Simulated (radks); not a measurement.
All-electron atom: Ge+ in [Ar] 3d10 4s2 4p1 (the NIST ground configuration).

Calculated with a radial shooting solver on a logarithmic mesh with Libxc functionals: scalar-relativistic Kohn-Sham, Slater X-alpha with alpha = 0.929, spin-polarised, spherical densities, finite nucleus; open shells are filled with parallel spins first; Fermi nuclear charge, rms radius 4.0742 fm.

Energy parts (hartree):
part                   energy
total             -2121.92641
kinetic            2161.63175
electron-nucleus  -5087.14813
Hartree             907.33333
exchange           -103.74336

Orbitals (lengths in bohr, moments of r in powers of bohr; <r^-3> diverges for s and p1/2; r(max) is where P^2 peaks):
1s up: occ. 1; eigenvalue (hartree) -406.1112; <r> 0.04692; r(max) 0.03069
1s down: occ. 1; eigenvalue (hartree) -406.1089; <r> 0.04692; r(max) 0.03069
2s up: occ. 1; eigenvalue (hartree) -51.60490; <r> 0.2091; r(max) 0.1754
2s down: occ. 1; eigenvalue (hartree) -51.60460; <r> 0.2091; r(max) 0.1754
2p up: occ. 3; eigenvalue (hartree) -45.37667; <r> 0.1825; r(max) 0.1403; <r^-3> 1013
2p down: occ. 3; eigenvalue (hartree) -45.37543; <r> 0.1825; r(max) 0.1403; <r^-3> 1012
3s up: occ. 1; eigenvalue (hartree) -6.81269; <r> 0.6190; r(max) 0.5389
3s down: occ. 1; eigenvalue (hartree) -6.81057; <r> 0.6188; r(max) 0.5389
3p up: occ. 3; eigenvalue (hartree) -4.87331; <r> 0.6388; r(max) 0.5379; <r^-3> 138.8
3p down: occ. 3; eigenvalue (hartree) -4.87043; <r> 0.6382; r(max) 0.5378; <r^-3> 138.9
3d up: occ. 5; eigenvalue (hartree) -1.65679; <r> 0.7110; r(max) 0.4945; <r^-3> 15.09
3d down: occ. 5; eigenvalue (hartree) -1.65040; <r> 0.7064; r(max) 0.4942; <r^-3> 15.19
4s up: occ. 1; eigenvalue (hartree) -0.83308; <r> 1.961; r(max) 1.670
4s down: occ. 1; eigenvalue (hartree) -0.76884; <r> 1.943; r(max) 1.648
4p up: occ. 1; eigenvalue (hartree) -0.49589; <r> 2.394; r(max) 1.997; <r^-3> 9.030
4p down: occ. 0; eigenvalue (hartree) -0.42633; <r> 2.403; r(max) 1.972; <r^-3> 9.266

The highest occupied level is 4p up at -13.494 eV. Summed over all electrons, <r^2> = 25.81 bohr^2, which gives a Langevin (diamagnetic) susceptibility term of -20.4 x 10^-6 cm^3/mol.
